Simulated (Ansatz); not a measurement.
`NC/C(O)=C\F` and `O/C(=C\F)[SiH2]F` differ in one atom or group (the configuration at the double bond changes too).

Ansatz, PBE0-D4/def2-TZVP geometries, multiplicity 1. Each molecule was computed in one conformer, which needn't be the lowest.

| property | `NC/C(O)=C\F` |
| --- | --- |
| LUMO energy (PBE0/def2-TZVPP) / eV | 0.42 |
| HOMO–LUMO gap (ωB97M-V/def2-TZVPP) / eV | 10.37 |
| HOMO–LUMO gap (B3LYP/def2-TZVPP) / eV | 6.07 |
| HOMO energy (ωB97M-V/def2-TZVPP) / eV | -8.45 |
| size of the dipole moment (PBE/def2-TZVPP) / D | 3.07 |
| HOMO energy (PBE/def2-TZVPP) / eV | -4.90 |

(1) Give the same properties after the change, and the shifts. (Best estimate.)

## Answers

(1) Computed: 
```
                                      property  `O/C(=C\F)[SiH2]F`  shift
            LUMO energy (PBE0/def2-TZVPP) / eV               -0.28  -0.70
       HOMO–LUMO gap (ωB97M-V/def2-TZVPP) / eV               10.80   0.43
         HOMO–LUMO gap (B3LYP/def2-TZVPP) / eV                6.34   0.27
         HOMO energy (ωB97M-V/def2-TZVPP) / eV               -9.32  -0.87
size of the dipole moment (PBE/def2-TZVPP) / D                0.71  -2.36
             HOMO energy (PBE/def2-TZVPP) / eV               -5.80  -0.90
```

With PBE0 the HOMO falls by 0.91 eV and the LUMO falls by 0.70 eV, so the gap widens by about 0.21 eV. PBE moves the HOMO by -0.90 eV and ωB97M-V by -0.87 eV. Dipoles are sizes alone; their direction can turn.

B3LYP here is the variant with VWN-RPA as its local correlation; programs differ in this.
